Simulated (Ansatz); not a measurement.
Computed with Ansatz on PBE0-D4/def2-TZVP structures; ΔE is electronic, products minus reactants. CBS: MP2 limit from def2 TZ/QZ plus the TZ coupled-cluster correction, frozen cores. This one scheme is used for every species. Each species was taken in one conformer, which may not be the lowest.

Reaction (formal exchange of groups at a B–C bond): `CB(N)[SiH3]` + `C[SiH3]` → `NB([SiH3])C[SiH3]` + CH₄

`CB(N)[SiH3]`:

Z-matrix (Å, degrees):
```
C
B 1 1.573
H 1 1.095 2 110.8
H 1 1.095 2 113.7 3 121.7
H 1 1.095 2 110.7 3 -116.7
N 2 1.392 1 120.4 3 -121.9
Si 2 2.029 1 121.5 3 58.1
H 6 1.006 2 123.8 1 -180.0
H 6 1.009 2 122.7 1 0.1
H 7 1.492 2 111.7 1 59.2
H 7 1.494 2 112.3 1 179.6
H 7 1.492 2 111.6 1 -60.0
```

`C[SiH3]`:

```xyz
8

C     0.022   -0.917   -0.366
Si   -0.020    0.820    0.327
H    -0.771   -1.059   -1.103
H    -0.115   -1.654    0.428
H     0.979   -1.117   -0.854
H     0.165    1.824   -0.756
H     1.064    1.013    1.329
H    -1.323    1.090    0.994
```

`NB([SiH3])C[SiH3]`:

Z-matrix (Å, degrees):
```
Si
B 1 2.027
H 1 1.491 2 112.1
H 1 1.493 2 110.8 3 119.1
H 1 1.494 2 112.1 3 -121.0
C 2 1.569 1 121.6 3 -54.3
N 2 1.394 1 118.2 3 124.1
Si 6 1.879 2 110.6 1 88.8
H 6 1.097 2 112.4 1 -152.0
H 6 1.094 2 112.3 1 -30.3
H 7 1.006 2 123.5 1 -0.8
H 7 1.009 2 123.2 1 179.8
H 8 1.487 6 111.0 2 -55.3
H 8 1.489 6 111.0 2 -175.8
H 8 1.489 6 110.0 2 64.5
```

CH₄:

Cartesian coordinates in Å:
```
C 0.000 0.000 0.000
H -0.426 -0.494 0.873
H -0.494 -0.365 -0.900
H 1.066 -0.218 -0.057
H -0.146 1.077 0.084
```

| species | CCSD(T)/CBS(def2) energy (Eh) |
| --- | --- |
| `CB(N)[SiH3]` | -411.48616 |
| `C[SiH3]` | -330.73916 |
| `NB([SiH3])C[SiH3]` | -701.76866 |
| CH₄ | -40.46206 |

(1) Work out ΔE.

Largest T1 diagnostic among the species: 0.013.

## Answers

(1) ΔE = (-701.76866) + (-40.46206) − (-411.48616) − (-330.73916) = -0.00540 Eh = -3.4 kcal/mol.

The D4 term adds −2.0 kcal/mol with B3LYP and −1.2 kcal/mol with PBE0; it sums over pairs of atoms, weighted by their polarisabilities, and B3LYP, whose exchange is more repulsive, gets the larger term. In def2-TZVPP, CCSD(T) changes the Hartree–Fock value by −2.3 kcal/mol (the triples alone add −0.5 kcal/mol) and MP2 by −2.8 kcal/mol.

B3LYP here is the variant with VWN-RPA as its local correlation; programs differ in this.
